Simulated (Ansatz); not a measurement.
Geometry optimisation of `C=[C](C)[GaH][OH]`.

```yaml
crystal:
  periodic: [false, false, false]
  atoms:
    - {symbol: C, position_ang: [0.187230, 0.647140, 1.701730]}
    - {symbol: C, position_ang: [-0.074830, 0.349000, 0.437950]}
    - {symbol: C, position_ang: [-0.923920, 1.167310, -0.478560]}
    - {symbol: Ga, position_ang: [0.778150, -1.359280, -0.227260]}
    - {symbol: O, position_ang: [0.574070, -1.838270, -1.844670]}
    - {symbol: H, position_ang: [-0.196380, 1.531470, 2.193260]}
    - {symbol: H, position_ang: [0.811710, -0.005700, 2.303130]}
    - {symbol: H, position_ang: [-0.379690, 1.367810, -1.403540]}
    - {symbol: H, position_ang: [-1.819490, 0.603190, -0.747130]}
    - {symbol: H, position_ang: [-1.220910, 2.111000, -0.022610]}
    - {symbol: H, position_ang: [1.644140, -2.243610, 0.744080]}
    - {symbol: H, position_ang: [0.619930, -2.330070, -2.656380]}
basis:
  gaussian: {orbitals: def2-TZVP}
hamiltonian: {xc: pbe0, dispersion: d4}
relax: {f_tol: 0.005, max_steps: 150}
```

```sh
$ ansatz run in.yaml --threads 4 --pin off --events-out ev --progress --plain --max-ram 10444MiB
```

Shortened log:

```
Functional definition: PBE0
mean field -57638.86156658 eV, -2118.1890935482 hartree, gradient 6.5e-5 eV, S^2 0.000000; 0 other end points of the search recorded, 0 dependent functions left out
relax step   1: F+E_penalty+E_count = -57639.07394402 eV  Δ(F+E_penalty+E_count) = +0.000e0 eV  max|allowed force component| = 2.096e0 eV/Å  Δτ_max = 0.0000 Å  (31 SCF iters, accepted)
mean field -57638.95943605 eV, -2118.1926901849 hartree, gradient 9.2e-6 eV, S^2 0.000000; 0 other end points of the search recorded, 0 dependent functions left out
relax step   2: F+E_penalty+E_count = -57639.17325631 eV  Δ(F+E_penalty+E_count) = -9.931e-2 eV  max|allowed force component| = 1.021e0 eV/Å  Δτ_max = 0.0675 Å  (33 SCF iters, accepted)
mean field -57639.02337100 eV, -2118.1950397510 hartree, gradient 1.2e-5 eV, S^2 0.000000; 0 other end points of the search recorded, 0 dependent functions left out
relax step   3: F+E_penalty+E_count = -57639.23859717 eV  Δ(F+E_penalty+E_count) = -6.534e-2 eV  max|allowed force component| = 6.349e-1 eV/Å  Δτ_max = 0.0967 Å  (32 SCF iters, accepted)
mean field -57639.18304825 eV, -2118.2009077817 hartree, gradient 8.4e-6 eV, S^2 0.000000; 0 other end points of the search recorded, 0 dependent functions left out
relax step   4: F+E_penalty+E_count = -57639.39896859 eV  Δ(F+E_penalty+E_count) = -1.604e-1 eV  max|allowed force component| = 7.014e-1 eV/Å  Δτ_max = 0.1304 Å  (31 SCF iters, accepted)
mean field -57638.98717056 eV, -2118.1937094093 hartree, gradient 8.7e-6 eV, S^2 0.000000; 0 other end points of the search recorded, 0 dependent functions left out
relax step   5: F+E_penalty+E_count = -57639.20343743 eV  Δ(F+E_penalty+E_count) = +1.955e-1 eV  max|allowed force component| = 3.603e0 eV/Å  Δτ_max = 0.1964 Å  (38 SCF iters, rejected (line search))
mean field -57639.26086938 eV, -2118.2037676553 hartree, gradient 1.0e-5 eV, S^2 0.000000; 0 other end points of the search recorded, 0 dependent functions left out
relax step   6: F+E_penalty+E_count = -57639.47663596 eV  Δ(F+E_penalty+E_count) = -7.767e-2 eV  max|allowed force component| = 2.336e-1 eV/Å  Δτ_max = 0.0981 Å  (32 SCF iters, accepted)
mean field -57639.29172928 eV, -2118.2049017358 hartree, gradient 9.5e-6 eV, S^2 0.000000; 0 other end points of the search recorded, 0 dependent functions left out
relax step   7: F+E_penalty+E_count = -57639.50706724 eV  Δ(F+E_penalty+E_count) = -3.043e-2 eV  max|allowed force component| = 1.249e-1 eV/Å  Δτ_max = 0.1000 Å  (32 SCF iters, accepted)
mean field -57639.30031785 eV, -2118.2052173600 hartree, gradient 1.0e-5 eV, S^2 0.000000; 0 other end points of the search recorded, 0 dependent functions left out
relax step   8: F+E_penalty+E_count = -57639.51458224 eV  Δ(F+E_penalty+E_count) = -7.515e-3 eV  max|allowed force component| = 1.273e-1 eV/Å  Δτ_max = 0.0986 Å  (32 SCF iters, accepted)
mean field -57639.30312143 eV, -2118.2053203897 hartree, gradient 9.6e-6 eV, S^2 0.000000; 0 other end points of the search recorded, 0 dependent functions left out
relax step   9: F+E_penalty+E_count = -57639.51651960 eV  Δ(F+E_penalty+E_count) = -1.937e-3 eV  max|allowed force component| = 2.331e-1 eV/Å  Δτ_max = 0.0964 Å  (32 SCF iters, accepted)
mean field -57639.30482672 eV, -2118.2053830580 hartree, gradient 9.4e-6 eV, S^2 0.000000; 0 other end points of the search recorded, 0 dependent functions left out
relax step  10: F+E_penalty+E_count = -57639.51834260 eV  Δ(F+E_penalty+E_count) = -1.823e-3 eV  max|allowed force component| = 3.474e-2 eV/Å  Δτ_max = 0.0280 Å  (33 SCF iters, accepted)
mean field -57639.30489688 eV, -2118.2053856361 hartree, gradient 9.4e-6 eV, S^2 0.000000; 0 other end points of the search recorded, 0 dependent functions left out
relax step  11: F+E_penalty+E_count = -57639.51853270 eV  Δ(F+E_penalty+E_count) = -1.901e-4 eV  max|allowed force component| = 6.000e-3 eV/Å  Δτ_max = 0.0134 Å  (34 SCF iters, accepted)
mean field -57639.30490390 eV, -2118.2053858943 hartree, gradient 9.5e-6 eV, S^2 0.000000; 0 other end points of the search recorded, 0 dependent functions left out
relax step  12: F+E_penalty+E_count = -57639.51851432 eV  Δ(F+E_penalty+E_count) = +1.838e-5 eV  max|allowed force component| = 4.100e-2 eV/Å  Δτ_max = 0.0117 Å  (34 SCF iters, rejected (line search))
mean field -57639.30493461 eV, -2118.2053870228 hartree, gradient 9.4e-6 eV, S^2 0.000000; 0 other end points of the search recorded, 0 dependent functions left out
relax step  13: F+E_penalty+E_count = -57639.51856996 eV  Δ(F+E_penalty+E_count) = -3.726e-5 eV  max|allowed force component| = 1.202e-2 eV/Å  Δτ_max = 0.0058 Å  (34 SCF iters, accepted)
mean field -57639.30495338 eV, -2118.2053877128 hartree, gradient 9.4e-6 eV, S^2 0.000000; 0 other end points of the search recorded, 0 dependent functions left out
relax step  14: F+E_penalty+E_count = -57639.51862086 eV  Δ(F+E_penalty+E_count) = -5.090e-5 eV  max|allowed force component| = 6.020e-3 eV/Å  Δτ_max = 0.0155 Å  (34 SCF iters, accepted)
mean field -57639.30492269 eV, -2118.2053865849 hartree, gradient 9.4e-6 eV, S^2 0.000000; 0 other end points of the search recorded, 0 dependent functions left out
relax step  15: F+E_penalty+E_count = -57639.51862323 eV  Δ(F+E_penalty+E_count) = -2.364e-6 eV  max|allowed force component| = 6.945e-3 eV/Å  Δτ_max = 0.0072 Å  (34 SCF iters, accepted)
mean field -57639.30493885 eV, -2118.2053871787 hartree, gradient 9.4e-6 eV, S^2 0.000000; 0 other end points of the search recorded, 0 dependent functions left out
relax step  16: F+E_penalty+E_count = -57639.51863307 eV  Δ(F+E_penalty+E_count) = -9.838e-6 eV  max|allowed force component| = 6.054e-3 eV/Å  Δτ_max = 0.0047 Å  (35 SCF iters, accepted)
mean field -57639.30495609 eV, -2118.2053878121 hartree, gradient 9.4e-6 eV, S^2 0.000000; 0 other end points of the search recorded, 0 dependent functions left out
relax step  17: F+E_penalty+E_count = -57639.51863481 eV  Δ(F+E_penalty+E_count) = -1.742e-6 eV  max|allowed force component| = 4.318e-3 eV/Å  Δτ_max = 0.0020 Å  (35 SCF iters, accepted)
mean field -57639.30495609 eV, -2118.2053878121 hartree, gradient 9.4e-6 eV, S^2 0.000000; 1 other end points of the search recorded, 0 dependent functions left out
Total energy: -57639.51866904 eV, -2118.2132416184 hartree
Atom 0 at     0.194550     0.641377     1.688912 Å, force    -0.003725    -0.003421     0.000281 eV/Å
Atom 1 at    -0.051274     0.315722     0.418947 Å, force    -0.002460     0.004318     0.000124 eV/Å
Atom 2 at    -0.907208     1.163247    -0.469607 Å, force     0.003635    -0.001335     0.000562 eV/Å
Atom 3 at     0.755503    -1.326923    -0.248991 Å, force    -0.001312    -0.002541     0.000486 eV/Å
Atom 4 at     0.373164    -1.686921    -1.963990 Å, force    -0.001125     0.002745    -0.000260 eV/Å
Atom 5 at    -0.218650     1.543845     2.139857 Å, force     0.000618    -0.000203    -0.000376 eV/Å
Atom 6 at     0.814146     0.028069     2.337314 Å, force     0.002437     0.001716    -0.001424 eV/Å
Atom 7 at    -0.352235     1.493561    -1.352440 Å, force    -0.000813     0.000527     0.000129 eV/Å
Atom 8 at    -1.763136     0.597194    -0.848417 Å, force     0.000648     0.000475     0.000685 eV/Å
Atom 9 at    -1.281591     2.047604     0.055151 Å, force     0.000047    -0.000806    -0.000581 eV/Å
Atom 10 at     1.669526    -2.322580     0.541892 Å, force     0.000768     0.000290     0.000041 eV/Å
Atom 11 at     0.767215    -2.494205    -2.298628 Å, force     0.001282    -0.001765     0.000333 eV/Å
Dipole moment:     0.088490    -0.056559     0.147324 e Å
```

Hardware: 4 threads of an Intel Xeon Platinum 8488C on a shared host. Wall time 47 s, peak host memory 0.64 GiB.
